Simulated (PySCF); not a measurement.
Worked example: oscillator strength and radiative lifetime

1,1-difluorobut-1-ene (C4H6F2), SMILES FC(F)=CCC.

The structure is a stationary point at PBE0-D3(BJ)/def2-SVP. The values are those of a single conformer.

PySCF 2.14.0 with TDDFT-PBE/def2-SVPD puts the first singlet state with f over 0.02 at 6.01 eV (vertical), with the transition dipole (0.446, 0.013, -0.057) in atomic units.

### Question
Find the oscillator strength, the wavelength and the radiative lifetime that this transition would have in vacuum if emission retraced absorption.

### Answer

|μ|² = 0.2023 au, so |μ| = 1.14 D. ΔE = 6.01/27.211 = 0.2209 hartree. f = (2/3) ΔE |μ|² = 0.030 (the program prints 0.030).
λ = 1239.84/6.01 = 206 nm; ν = 48474 cm⁻¹.
Einstein's coefficient A = 0.6670 ν² f s⁻¹ (ν in cm⁻¹) = 4.7e7 s⁻¹, so τ = 1/A = 21 ns. This state is S1. The figure is the radiative limit of this one transition; relaxation, internal conversion, crossing to triplets and a medium change what is measured.
